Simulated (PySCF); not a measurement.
**A survey of 17O NMR shifts**

[PySCF: structure optimised with GFN2-xTB; NMR shieldings at PBE0/pcSseg-1/GIAO; isolated molecule; fast rotation and ring inversion assumed for equivalent nuclei; non-relativistic; one computed conformer]

Shieldings were converted by a linear fit to measured shifts: 17O (scatter 10.7 ppm rms, 12.2 ppm with the 3 outliers that the fit left out vs liquid water, solution or neat liquid). A few per cent of atoms miss by over 2 rms, more outside the fitted compound classes.

Q: Give the 17O shifts of `CN([SiH3])[Si@@H](N)O`, `COC[C@@H]1O[Si@H](F)O[SiH2]1`, `COC[Si@](N)(O)OC`, `CN[Si@H](O)[SiH2]N`, `CN[SiH2]N[SiH2]O`, `C[SiH2][C@H](F)C#C[SiH2]OC=O`.

A: 
```tsv
compound	environment	δ (ppm)
CN([SiH3])[Si@@H](N)O	oxygen bonded to Si, H	2.3
[CH3:1][O:2][CH2:3][C@@H:4]1[O:5][Si@H:6]([F:7])[O:8][SiH2:9]1	O8: oxygen bonded to 2 Si, in a 5-membered ring	26.6
[CH3:1][O:2][CH2:3][C@@H:4]1[O:5][Si@H:6]([F:7])[O:8][SiH2:9]1	O5: oxygen bonded to C, Si, in a 5-membered ring	16.2
[CH3:1][O:2][CH2:3][C@@H:4]1[O:5][Si@H:6]([F:7])[O:8][SiH2:9]1	O2: ether oxygen	-23.4
[CH3:1][O:2][CH2:3][Si@:4]([NH2:5])([OH:6])[O:7][CH3:8]	O6: oxygen bonded to Si, H	0.5
[CH3:1][O:2][CH2:3][Si@:4]([NH2:5])([OH:6])[O:7][CH3:8]	O7: oxygen bonded to C, Si	-14.1
[CH3:1][O:2][CH2:3][Si@:4]([NH2:5])([OH:6])[O:7][CH3:8]	O2: ether oxygen	-38.9
CN[Si@H](O)[SiH2]N	oxygen bonded to Si, H	-13.0
CN[SiH2]N[SiH2]O	oxygen bonded to Si, H	-10.3
[CH3:1][SiH2:2][C@H:3]([F:4])[C:5]#[C:6][SiH2:7][O:8][CH:9]=[O:10]	O10: carbonyl oxygen	384.9
[CH3:1][SiH2:2][C@H:3]([F:4])[C:5]#[C:6][SiH2:7][O:8][CH:9]=[O:10]	O8: oxygen bonded to C, Si	141.4
```
